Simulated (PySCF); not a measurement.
# Electron correlation in S⁺ (sulfur, charge +1)

[Ne] 3s1 3p3 4s1, high-spin 6S determinant (an excited configuration). Calculation: PySCF 2.14, in aug-cc-pwCVDZ (6s5p3d, 36 functions); no relativity, point nucleus. Frozen: 1s2; 13 electrons correlated.

| level | correlation energy (mhartree) |
| --- | --- |
| CCSD | -177.43 |
| (T) | -1.01 |
| CCSD(T) | -178.44 |

Diagnostics: T1 = 0.0035, D1 = 0.0162, largest double amplitude 0.042.

Q: Is a single reference adequate?

A: Yes: T1 lies below 0.03 and no double amplitude reaches 0.07.
